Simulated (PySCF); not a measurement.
C$_{6}$H$_{12}$O, charge +1, sextet, geometry from GFN2-xTB of the parent state (a state made from the parent by changing its charge; the spin is typed, not shown lowest); MP2/STO-3G (PySCF).

Here is a job for PySCF.
```python
from pyscf import gto, scf, mp

mol = gto.M(
    atom='''
C    -1.959107   -1.591454    0.525862
C    -0.989399   -0.383712    0.621732
C    -1.684457    0.866023    0.164280
C     0.224291   -0.714087   -0.246666
C     1.193854    0.457919   -0.316915
C     2.615348    0.050292   -0.535529
O     0.842531    1.597937   -0.218175
H    -1.458325   -2.493957    0.863528
H    -2.815826   -1.396787    1.164524
H    -2.307285   -1.736582   -0.493078
H    -0.677921   -0.284536    1.665965
H    -2.123817    0.769434   -0.827635
H    -2.418470    1.231619    0.879041
H    -0.904258    1.664198    0.085365
H    -0.079363   -0.888359   -1.286040
H     0.737500   -1.608261    0.106628
H     3.028020   -0.245912    0.431389
H     3.188710    0.895719   -0.911745
H     2.687615   -0.799956   -1.209136
''',
    basis='sto-3g',
    charge=1,
    spin=5,
    verbose=4,
)

mf = scf.UHF(mol)
mf.kernel()

pt = mp.MP2(mf)
pt.kernel()
print('E(MP2) = %.10f' % pt.e_tot)
mf.analyze()
```

It wrote (shortened):

```
PySCF version 2.14.0

[INPUT] verbose = 4
[INPUT] num. atoms = 19
[INPUT] num. electrons = 55
[INPUT] charge = 1
[INPUT] spin (= nelec alpha-beta = 2S) = 5
[INPUT] symmetry False subgroup None
[INPUT] Mole.unit = angstrom
[INPUT] Symbol           X                Y                Z      unit          X                Y                Z       unit  Magmom
[...]
nuclear repulsion = 317.904103481454
number of shells = 33
number of NR pGTOs = 141
number of NR cGTOs = 47
basis = sto-3g
ecp = {}

******** <class 'pyscf.scf.uhf.UHF'> ********
method = UHF
initial guess = minao
damping factor = 0
level_shift factor = 0
DIIS = <class 'pyscf.scf.diis.CDIIS'>
diis_start_cycle = 1
diis_space = 8
diis_damp = 0
SCF conv_tol = 1e-09
SCF conv_tol_grad = None
SCF max_cycles = 50
direct_scf = True
direct_scf_tol = 1e-13
number electrons alpha = 30  beta = 25
Set gradient conv threshold to 3.16228e-05
init E= -306.692424590675

cycle= 1 E= -303.776380549469  delta_E= 2.92  |g|= 0.499  |ddm|= 4.26

cycle= 2 E= -303.719519838609  delta_E= 0.0569  |g|= 0.755  |ddm|= 2.01

cycle= 3 E= -304.101608576987  delta_E= -0.382  |g|= 0.184  |ddm|= 0.991

cycle= 4 E= -304.144881725567  delta_E= -0.0433  |g|= 0.124  |ddm|= 0.405

cycle= 5 E= -304.174010622408  delta_E= -0.0291  |g|= 0.0792  |ddm|= 0.362

cycle= 6 E= -304.193271019069  delta_E= -0.0193  |g|= 0.0405  |ddm|= 0.373

cycle= 7 E= -304.2015970168  delta_E= -0.00833  |g|= 0.0318  |ddm|= 0.249

cycle= 8 E= -304.208844592926  delta_E= -0.00725  |g|= 0.0248  |ddm|= 0.26

cycle= 9 E= -304.213239269871  delta_E= -0.00439  |g|= 0.0227  |ddm|= 0.164

cycle= 10 E= -304.216364052465  delta_E= -0.00312  |g|= 0.0231  |ddm|= 0.122

cycle= 11 E= -304.214968435356  delta_E= 0.0014  |g|= 0.021  |ddm|= 0.105

cycle= 12 E= -304.212010225233  delta_E= 0.00296  |g|= 0.0204  |ddm|= 0.211

cycle= 13 E= -304.211193286446  delta_E= 0.000817  |g|= 0.0152  |ddm|= 0.505

cycle= 14 E= -304.210174558546  delta_E= 0.00102  |g|= 0.0118  |ddm|= 0.234

cycle= 15 E= -304.209764139408  delta_E= 0.00041  |g|= 0.0104  |ddm|= 0.227

cycle= 16 E= -304.209154332262  delta_E= 0.00061  |g|= 0.0117  |ddm|= 0.499

cycle= 17 E= -304.208994157045  delta_E= 0.00016  |g|= 0.0123  |ddm|= 0.0446

cycle= 18 E= -304.209261990477  delta_E= -0.000268  |g|= 0.0119  |ddm|= 0.077

cycle= 19 E= -304.210082532911  delta_E= -0.000821  |g|= 0.0101  |ddm|= 0.222

cycle= 20 E= -304.210511701185  delta_E= -0.000429  |g|= 0.0104  |ddm|= 0.116

cycle= 21 E= -304.209872565819  delta_E= 0.000639  |g|= 0.0106  |ddm|=  0.2

cycle= 22 E= -304.210021406893  delta_E= -0.000149  |g|= 0.00994  |ddm|= 0.0989

cycle= 23 E= -304.210186695611  delta_E= -0.000165  |g|= 0.00904  |ddm|= 0.104

cycle= 24 E= -304.210440668423  delta_E= -0.000254  |g|= 0.00748  |ddm|= 0.0527

cycle= 25 E= -304.210521416564  delta_E= -8.07e-05  |g|= 0.00571  |ddm|= 0.125

cycle= 26 E= -304.210148750779  delta_E= 0.000373  |g|= 0.00447  |ddm|= 0.237

cycle= 27 E= -304.210176707357  delta_E= -2.8e-05  |g|= 0.00322  |ddm|= 0.0979

cycle= 28 E= -304.210225948496  delta_E= -4.92e-05  |g|= 0.00274  |ddm|= 0.0429

cycle= 29 E= -304.210293973763  delta_E= -6.8e-05  |g|= 0.00252  |ddm|= 0.0529

cycle= 30 E= -304.210313524102  delta_E= -1.96e-05  |g|= 0.00242  |ddm|= 0.0153

cycle= 31 E= -304.210284964426  delta_E= 2.86e-05  |g|= 0.00265  |ddm|= 0.0433

cycle= 32 E= -304.210346593178  delta_E= -6.16e-05  |g|= 0.00231  |ddm|= 0.0628

cycle= 33 E= -304.210445108172  delta_E= -9.85e-05  |g|= 0.00222  |ddm|= 0.0584

cycle= 34 E= -304.210531331618  delta_E= -8.62e-05  |g|= 0.00223  |ddm|= 0.0539

cycle= 35 E= -304.210495252094  delta_E= 3.61e-05  |g|= 0.00223  |ddm|= 0.0234

cycle= 36 E= -304.210499391423  delta_E= -4.14e-06  |g|= 0.00224  |ddm|= 0.00655

cycle= 37 E= -304.210520653696  delta_E= -2.13e-05  |g|= 0.00221  |ddm|= 0.0218

cycle= 38 E= -304.21052141066  delta_E= -7.57e-07  |g|= 0.0022  |ddm|= 0.0107

cycle= 39 E= -304.210520404341  delta_E= 1.01e-06  |g|= 0.00221  |ddm|= 0.0037

cycle= 40 E= -304.21052576452  delta_E= -5.36e-06  |g|= 0.00219  |ddm|= 0.00833

cycle= 41 E= -304.210538253493  delta_E= -1.25e-05  |g|= 0.00213  |ddm|= 0.0294

cycle= 42 E= -304.210631967377  delta_E= -9.37e-05  |g|= 0.00208  |ddm|= 0.0759

cycle= 43 E= -304.210800249113  delta_E= -0.000168  |g|= 0.00193  |ddm|= 0.147

cycle= 44 E= -304.21097012609  delta_E= -0.00017  |g|= 0.00168  |ddm|= 0.176

cycle= 45 E= -304.211093963194  delta_E= -0.000124  |g|= 0.00151  |ddm|= 0.15

cycle= 46 E= -304.21115074705  delta_E= -5.68e-05  |g|= 0.00143  |ddm|= 0.0748

cycle= 47 E= -304.211213717366  delta_E= -6.3e-05  |g|= 0.00132  |ddm|= 0.0891

cycle= 48 E= -304.211258768537  delta_E= -4.51e-05  |g|= 0.00147  |ddm|= 0.0652

cycle= 49 E= -304.21125705005  delta_E= 1.72e-06  |g|= 0.00164  |ddm|= 0.0411

cycle= 50 E= -304.21132779621  delta_E= -7.07e-05  |g|= 0.00169  |ddm|= 0.134
SCF not converged.
SCF energy = -304.21132779621 after 50 cycles  <S^2> = 8.777891  2S+1 = 6.0092898

******** <class 'pyscf.mp.ump2.UMP2'> ********
nocc = (np.int64(30), np.int64(25)), nmo = (47, 47)
Init E(MP2) = -0.324407393224289
cycle = 1  E_corr(MP2) = -0.324411586291451  dE = -4.19306716e-06  norm(t2) = 0.000187262
cycle = 2  E_corr(MP2) = -0.324411625390831  dE = -3.90993795e-08  norm(t2) = 2.50621e-07
E(UMP2) = -304.5357394216  E_corr = -0.324411625390831
E(SCS-UMP2) = -304.55566050698  E_corr = -0.344332710770468
E_corr(same-spin) = -0.0518783534983029
E_corr(oppo-spin) = -0.272533271892528
E(MP2) = -304.5357394216
**** SCF Summaries ****
Total Energy =                        -304.211327796209559
Nuclear Repulsion Energy =             317.904103481453660
One-electron Energy =                -1032.273652028117340
Two-electron Energy =                  410.158220750454063
Two-electron Coulomb Energy =          453.633200883477571
DFT Exchange-Correlation Energy =      -43.474980133023507
**** MO energy ****
                             alpha | beta                alpha | beta
[...]
To work with the spin densities directly, `use mulliken_meta_spin()` only printing them here.

 ** Mulliken spin pop alpha/beta on meta-lowdin orthogonal AOs **
 ** Mulliken Spin Density (per AO)  **
spin_pop of  0 C 1s       -0.00000
spin_pop of  0 C 2s        0.04038
spin_pop of  0 C 2px       0.05499
spin_pop of  0 C 2py       0.18926
spin_pop of  0 C 2pz       0.01270
spin_pop of  1 C 1s       -0.00002
spin_pop of  1 C 2s        0.03599
spin_pop of  1 C 2px       0.16932
spin_pop of  1 C 2py       0.38268
spin_pop of  1 C 2pz       0.07160
spin_pop of  2 C 1s       -0.00001
spin_pop of  2 C 2s        0.02387
spin_pop of  2 C 2px       0.01799
spin_pop of  2 C 2py       0.33616
spin_pop of  2 C 2pz       0.02812
spin_pop of  3 C 1s       -0.00003
spin_pop of  3 C 2s        0.02306
spin_pop of  3 C 2px       0.47652
spin_pop of  3 C 2py       0.09095
spin_pop of  3 C 2pz       0.05328
spin_pop of  4 C 1s       -0.00001
spin_pop of  4 C 2s        0.15780
spin_pop of  4 C 2px       0.13173
spin_pop of  4 C 2py      -0.01951
spin_pop of  4 C 2pz       0.89889
spin_pop of  5 C 1s       -0.00000
spin_pop of  5 C 2s        0.00314
spin_pop of  5 C 2px       0.07731
spin_pop of  5 C 2py       0.00207
spin_pop of  5 C 2pz      -0.00949
spin_pop of  6 O 1s       -0.00001
spin_pop of  6 O 2s        0.04102
spin_pop of  6 O 2px       0.51063
spin_pop of  6 O 2py       0.08286
spin_pop of  6 O 2pz       0.98306
spin_pop of  7 H 1s        0.05349
spin_pop of  8 H 1s       -0.00969
spin_pop of  9 H 1s       -0.01251
spin_pop of  10 H 1s       -0.03654
spin_pop of  11 H 1s       -0.02458
spin_pop of  12 H 1s        0.02900
spin_pop of  13 H 1s        0.06990
spin_pop of  14 H 1s        0.00847
spin_pop of  15 H 1s       -0.00895
spin_pop of  16 H 1s        0.04362
spin_pop of  17 H 1s        0.00952
spin_pop of  18 H 1s        0.01197
 ** Mulliken Spin Density (per atom)  **
spin density of  0 C =      0.29732
spin density of  1 C =      0.65956
spin density of  2 C =      0.40614
spin density of  3 C =      0.64377
spin density of  4 C =      1.16890
spin density of  5 C =      0.07302
spin density of  6 O =      1.61757
spin density of  7 H =      0.05349
spin density of  8 H =     -0.00969
spin density of  9 H =     -0.01251
spin density of  10 H =     -0.03654
spin density of  11 H =     -0.02458
spin density of  12 H =      0.02900
spin density of  13 H =      0.06990
spin density of  14 H =      0.00847
spin density of  15 H =     -0.00895
spin density of  16 H =      0.04362
spin density of  17 H =      0.00952
spin density of  18 H =      0.01197
 ** Mulliken pop alpha/beta on meta-lowdin orthogonal AOs **
 ** Mulliken pop       alpha | beta **
In total            30.00000 | 25.00000
 ** Mulliken atomic charges   ( Nelec_alpha | Nelec_beta ) **
charge of  0C =     -0.08353  (     3.19043      2.89310 )
charge of  1C =      0.04564  (     3.30696      2.64740 )
charge of  2C =     -0.01176  (     3.20895      2.80281 )
charge of  3C =     -0.06298  (     3.35338      2.70960 )
charge of  4C =     -0.02503  (     3.59697      2.42807 )
charge of  5C =     -0.07301  (     3.07302      2.99999 )
charge of  6O =      0.31859  (     4.64949      3.03192 )
charge of  7H =      0.10316  (     0.47517      0.42167 )
charge of  8H =      0.06944  (     0.46043      0.47013 )
charge of  9H =      0.06338  (     0.46206      0.47457 )
charge of  10H =      0.05244  (     0.45551      0.49205 )
charge of  11H =      0.08434  (     0.44554      0.47012 )
charge of  12H =      0.08632  (     0.47134      0.44234 )
charge of  13H =      0.08350  (     0.49320      0.42330 )
charge of  14H =      0.03893  (     0.48477      0.47630 )
charge of  15H =      0.06522  (     0.46291      0.47187 )
charge of  16H =      0.07993  (     0.48184      0.43822 )
charge of  17H =      0.07843  (     0.46554      0.45603 )
charge of  18H =      0.08701  (     0.46248      0.45051 )

WARN: System has nonzero charge 1; the dipole moment is origin-dependent.
Location of origin: [0. 0. 0.]

Dipole moment(X, Y, Z, Debye):  0.00902,  1.19864,  0.24332
```

Convergence was not reached.
